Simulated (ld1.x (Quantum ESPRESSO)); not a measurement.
# How hard is this platinum ultrasoft potential?

```json
{
  "Element": "platinum (Pt)",
  "Generator": "ld1.x (Quantum ESPRESSO) 7.5",
  "Type": "ultrasoft",
  "Functional": "PBE",
  "Relativity": "scalar-relativistic",
  "Frozen core": "[Kr] 4d10 4f14",
  "Valence charge": "18",
  "Reference configuration": "5s2 5p6 5d9 6s1 6p0",
  "Partial waves": "5s (bound): rcut 1.50, rcutus 1.75 bohr; 6s (bound): rcut 1.50, rcutus 1.75 bohr; 5p (bound): rcut 1.80, rcutus 2.15 bohr; 6p (bound, empty): rcut 1.80, rcutus 2.15 bohr; 5d (bound): rcut 1.45, rcutus 1.85 bohr; 5d channel at 1.55 Ry: rcut 1.45, rcutus 1.85 bohr",
  "Local potential": "all-electron potential smoothed inside 2.15 bohr (lloc = -1)",
  "Core correction": "none",
  "Augmentation charge": "PSQ, inside the norm-conserving radii"
}
```

The pseudo-atom Hamiltonian at the reference potential is diagonalised in spherical Bessel functions j_l(qr) that vanish at 20 bohr, with q² up to the cutoff. All-electron valence levels (Ry): 5s -7.4835, 6s -0.4159, 5p -4.1173, 6p -0.0618, 5d -0.4513.

Q: How do the lowest levels (Ry) of each channel move with the cutoff, and are there ghosts?

A:

```json
{"cutoff (Ry)": "8", "s #1": "-7.2700", "s #2": "-0.2756", "p #1": "-3.9998", "p #2": "-0.0177", "d #1": "-0.0238", "f #1": "0.1140", "f #2": "0.2409", "Σ f·Δε (mRy)": "5127.3"}
{"cutoff (Ry)": "12", "s #1": "-7.4410", "s #2": "-0.3187", "p #1": "-4.0977", "p #2": "-0.0237", "d #1": "-0.2367", "f #1": "0.1140", "f #2": "0.2409", "Σ f·Δε (mRy)": "2239.1"}
{"cutoff (Ry)": "18", "s #1": "-7.4813", "s #2": "-0.3678", "p #1": "-4.1164", "p #2": "-0.0335", "d #1": "-0.4036", "f #1": "0.1140", "f #2": "0.2409", "Σ f·Δε (mRy)": "494.9"}
{"cutoff (Ry)": "25", "s #1": "-7.4825", "s #2": "-0.4025", "p #1": "-4.1169", "p #2": "-0.0564", "d #1": "-0.4444", "f #1": "0.1140", "f #2": "0.2409", "Σ f·Δε (mRy)": "88.2"}
{"cutoff (Ry)": "35", "s #1": "-7.4834", "s #2": "-0.4165", "p #1": "-4.1173", "p #2": "-0.0613", "d #1": "-0.4515", "f #1": "0.1140", "f #2": "0.2409", "Σ f·Δε (mRy)": "5.9"}
{"cutoff (Ry)": "45", "s #1": "-7.4835", "s #2": "-0.4167", "p #1": "-4.1173", "p #2": "-0.0619", "d #1": "-0.4518", "f #1": "0.1140", "f #2": "0.2409", "Σ f·Δε (mRy)": "3.0"}
{"cutoff (Ry)": "55", "s #1": "-7.4835", "s #2": "-0.4170", "p #1": "-4.1173", "p #2": "-0.0619", "d #1": "-0.4520", "f #1": "0.1140", "f #2": "0.2409", "Σ f·Δε (mRy)": "0.7"}
{"cutoff (Ry)": "70", "s #1": "-7.4835", "s #2": "-0.4170", "p #1": "-4.1173", "p #2": "-0.0620", "d #1": "-0.4520", "f #1": "0.1140", "f #2": "0.2409", "Σ f·Δε (mRy)": "0.4"}
{"cutoff (Ry)": "400", "s #1": "-7.4835", "s #2": "-0.4171", "p #1": "-4.1173", "p #2": "-0.0620", "d #1": "-0.4521", "f #1": "0.1140", "f #2": "0.2409", "Σ f·Δε (mRy)": "0.0"}
```

Result: no extra level below or beside the all-electron valence levels (s, p, d, f tested); 10 mRy is reached at 35 Ry and 1 mRy at 55 Ry.

Test run stopped at test 1 of 7 (negative rho).
